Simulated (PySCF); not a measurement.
CH₅BO₂S.
Atom-mapped SMILES: `[CH3:1][S:2][B:3]([OH:4])[OH:5]` (hydrogens: H6, H7, H8 on C1; H9 on O4; H10 on O5)

The calculation used PBE0-D3(BJ)/def2-SVP geometry optimisation, gas phase (PySCF).

Q: What internal coordinates does the optimisation give?

A: 
```json
{"bond": "C1–S2", "length (Å)": "1.813"}
{"bond": "S2–B3", "length (Å)": "1.839"}
{"bond": "B3–O4, B3–O5", "length (Å)": "1.356"}
{"bond": "C1–H6, C1–H7, C1–H8", "length (Å)": "1.100"}
{"bond": "O4–H9, O5–H10", "length (Å)": "0.960"}
```

Bonds in one row agree within 0.01 Å and their mean is given. A selection of angles:
```json
{"angle": "S2–C1–H6", "degrees": "111.5"}
{"angle": "S2–C1–H7", "degrees": "107.3"}
{"angle": "H6–C1–H7", "degrees": "107.9"}
{"angle": "H6–C1–H8", "degrees": "110.3"}
{"angle": "C1–S2–B3", "degrees": "102.1"}
{"angle": "S2–B3–O4", "degrees": "123.5"}
{"angle": "S2–B3–O5", "degrees": "119.2"}
{"angle": "O4–B3–O5", "degrees": "117.3"}
{"angle": "B3–O4–H9", "degrees": "114.3"}
```

Torsions: C1–S2–B3–O4 -2° (synperiplanar); H9–O4–B3–S2 -1° (synperiplanar); H10–O5–B3–S2 0° (synperiplanar).

B3 (three-coordinate boron) is planar (angles 123.5°, 119.2° and 117.3°, sum 360.0°, 0.00 Å off the plane of its three neighbours). Of the pairs four or more bonds apart, C1···H9 is among the closest relative to their van der Waals radii: 2.46 Å, 85 % of the sum of Bondi's values. The 5 heavy atoms lie in one plane (0.014 Å rms).

Whether it is a minimum is left open (no frequencies). The numbers are those of one conformer (C1–S2–B3–O4 -2°, S2–B3–O4–H -1°, S2–B3–O5–H 0°).
